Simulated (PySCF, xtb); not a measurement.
F3H3Si2, SMILES F[Si](F)([SiH3])F.

GFN2-xTB run with xtb 6.7.1 at its own geometry gives an orbital gap of 5.17 eV and a dipole moment of 3.38 D.

The structure is a stationary point at PBE0-D3(BJ)/def2-SVP.

Q: What does PySCF with CAM-B3LYP/def2-TZVP give? (The exact figures need the calculation; the answer reports its results.)

A: gap 11.54 eV (levels -10.86 and 0.68 eV), dipole 2.34 D.
